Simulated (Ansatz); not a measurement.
`CO[SiH](C)C` + HBr → `C[SiH](C)Br` + CH₃OH at 600 K and 1 bar (ligand exchange at the Si–O bond).

Computed with Ansatz on PBE0-D4/def2-TZVP structures; ΔE is electronic, products minus reactants. CBS: MP2 limit from def2 TZ/QZ plus the TZ coupled-cluster correction, frozen cores. This one scheme is used for every species. For Br outer-core shells are correlated without core-valence functions, which leaves a few kJ/mol of doubt a bond. Scalar relativity is left out up to krypton. Each species was taken in one conformer, which may not be the lowest.

```json
{"species": "`CO[SiH](C)C`", "CCSD(T)/CBS energy (Eh)": "-484.48883", "H − E (kJ/mol)": "403.2", "S (J/(mol·K))": "488.6"}
{"species": "HBr", "CCSD(T)/CBS energy (Eh)": "-2573.91920", "H − E (kJ/mol)": "33.5", "S (J/(mol·K))": "219.1"}
{"species": "`C[SiH](C)Br`", "CCSD(T)/CBS energy (Eh)": "-2942.79434", "H − E (kJ/mol)": "280.2", "S (J/(mol·K))": "437.9"}
{"species": "CH₃OH", "CCSD(T)/CBS energy (Eh)": "-115.61712", "H − E (kJ/mol)": "163.6", "S (J/(mol·K))": "277.3"}
```

H − E and S are ideal-gas, rigid-rotor, harmonic terms from PBE0-D4/def2-TZVP, for one conformer and one mirror image of each species. 1 Eh = 2625.50 kJ/mol, R = 8.31446 J/(mol·K).

**Question.** By hand: ΔE, ΔH, ΔS and ΔG.

**Answer.** ΔE = (-2942.79434) + (-115.61712) − (-484.48883) − (-2573.91920) = -0.00343 Eh = -9.0 kJ/mol. Δ(H − E) = 280.2 + 163.6 − 403.2 − 33.5 = 7.1, so ΔH = -1.9 kJ/mol. ΔS = 437.9 + 277.3 − 488.6 − 219.1 = 7.5 J/(mol·K). ΔG = -1.9 − 600 × (7.5)/1000 = -6.4 kJ/mol.

**Question.** By hand: the equilibrium constant, and the temperature at which ΔG would vanish if ΔH and ΔS stayed fixed.

**Answer.** log₁₀ K = −ΔG/(RT ln 10) = 0.6. ΔH and −TΔS have one sign here, so there is no such temperature.

TΔS isn't small against ΔH here. A doubt of 5 kJ/mol in ΔE shifts log₁₀ K by 0.4 here. Other conformers and mirror images would add mixing entropy, several J/(mol·K) or more a flexible species. These are equilibria of isolated gas molecules and say nothing of rates. Largest T1 diagnostic: 0.010 (customary marks: 0.02 for closed shells, 0.045 for open ones).

ΔS is within the doubt of such terms, so its sign, and with it that verdict, could turn.
